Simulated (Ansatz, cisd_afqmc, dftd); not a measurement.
Species: GeCl, charge 0, doublet. GeCl (SMILES [Ge][Cl], doublet).
B3LYP-D3(BJ)/def2-TZVP minimum from Ansatz (an electronic-structure program):
```xyz
2

Ge     0.0000     0.0000    -0.7621
Cl     0.0000     0.0000     1.4345
```
Charge 0, spin multiplicity 2.

Property: atomisation energy (electronic, to ground-state atoms), in kcal/mol. UHF or UKS for unpaired electrons; spin-orbit terms are left out. Correlated methods leave the cores frozen (noble-gas shells, and filled d and f shells in the p block). No relativity. AFQMC/CISD: phaseless, guided by CISD from CCSD amplitudes; bars are statistical, one sigma. Outlying blocks are dropped, and bars are widened where a walk drifts. Over all cases where full CI ran beside it in this data, AFQMC minus full CI had a median of +0.1 mEh and passed +0.4 mEh in a tenth of the cases. CBS(X,Y): correlation extrapolated as X^-3, Hartree-Fock from the larger set. A bracket is a step between two methods taken in the basis named.

| level | program | atomisation energy (kcal/mol) | difference against the last row |
|---|---|---|---|
| r2SCAN-D4/def2-TZVPD | Ansatz + dftd4 | 97.9 | 3.2 |
| CAM-B3LYP-D3(BJ)/def2-TZVPD | Ansatz + dftd3 | 94.2 | -0.5 |
| CAM-B3LYP/def2-TZVPD | Ansatz | 93.3 | -1.4 |
| CCSD(T)/def2-QZVPP | Ansatz | 92.5 | -2.2 |
| CCSDT(Q)/def2-TZVPP | Ansatz | 89.8 | -4.9 |
| CCSDT(Q)/def2-QZVPP | Ansatz | 92.7 | -2.0 |
| CCSDTQ/def2-SVP | Ansatz | 81.8 | -12.9 |
| AFQMC/CISD/def2-SVP | cisd_afqmc | 81.9 ± 0.3 | -12.8 |
| CCSD(T)/CBS(def2-TZVPP,def2-QZVPP) + [AFQMC/CISD - CCSD(T)]/def2-SVP | Ansatz + cisd_afqmc | 95.0 ± 0.3 | 0.3 |
| CCSD(T)/CBS(def2-TZVPP,def2-QZVPP) + [CCSDT(Q) - CCSD(T)]/def2-QZVPP + [CCSDTQ - CCSDT(Q)]/def2-SVP | Ansatz | 94.7 | 0.0 |
